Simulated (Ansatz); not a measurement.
Program: Ansatz. Geometries: PBE0-D4/def2-TZVP. ΔE: electronic, gas phase. CCSD(T)/CBS is the MP2 limit (def2-TZVPP, def2-QZVPP) plus CCSD(T) − MP2 in def2-TZVPP, frozen cores. This one scheme is used for every species, atoms too. Functionals use def2-TZVPP. Open shells (•) are unrestricted, without spin–orbit coupling. Spin–orbit coupling would lower the free atoms: a little for B, C, O.

Consider the atomization: `BC1=CCO1` → B• + 3 C• + 5 H• + O•.

```
         level  ΔE (eV)
      BHLYP-D4    40.96
  MP2/def2-SVP    41.30
MP2/def2-TZVPP    42.26
MP2/def2-QZVPP    42.87
```

(1) What does CCSD(T)/CBS give? (An estimate is asked.)

Largest T1 diagnostic among the species: 0.014.

Results:

(1) The calculation gave: +42.22 eV. The listed levels differ from it by -1.26, -0.92, 0.04, 0.65 eV.

Leaving LDA and LC-ωPBE aside and taking each functional with its dispersion term where it has one, the values, not all of them listed here, spread over 2.98 eV, from BHLYP-D4 to PBE-D4. LDA lies +5.60 eV from PBE without D4, its usual overbinding. From BLYP to BHLYP (50 % exact exchange), in def2-TZVPP and without D4, ΔE moves by −1.44 eV: exact exchange takes away binding that semilocal exchange gives to molecules. The D4 term adds +0.28 eV with B3LYP and +0.15 eV with PBE0; it sums over pairs of atoms, weighted by their polarisabilities, and B3LYP, whose exchange is more repulsive, gets the larger term.

B3LYP here is the variant with VWN-RPA as its local correlation; programs differ in this.

For atomizations the MP2-based limit and the directly extrapolated one differ by several kJ/mol either way, and by 10 to 25 for some Ge, Se and Sn compounds, so smaller differences from it don't rank the levels.
